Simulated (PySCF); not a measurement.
Positional isomers: benzothiophene cyano+boryl. Gas-phase values, no solvent. One relaxed conformer stands for each flexible species; it need not be the lowest. Strings in code marks are SMILES.

These are PBE-D3(BJ)/def2-TZVP // r2SCAN-D4/def2-SVP run with PySCF values and carry that method's errors. Excitations are Tamm–Dancoff values on a coarser integration grid. The basis has no diffuse functions, so Rydberg states are missing or too high.

| species | brightest of the four lowest singlets (TDA) (eV) | LUMO (eV) |
|---|---|---|
| `Bc1c(C#N)ccc2sccc12` | 3.45 | -3.62 |
| `C(#N)c1cc(B)c2c(c1)ccs2` | 4.36 | -3.57 |
| `Bc1cc(C#N)cc2sccc12` | ? | -3.56 |
| `Bc1cc2c(C#N)cccc2s1` | ? | -3.66 |

Problem. What belongs in the gaps?

Solution. 
- `Bc1cc(C#N)cc2sccc12`, brightest of the four lowest singlets (TDA) (eV): 4.43
- `Bc1cc2c(C#N)cccc2s1`, brightest of the four lowest singlets (TDA) (eV): 4.10
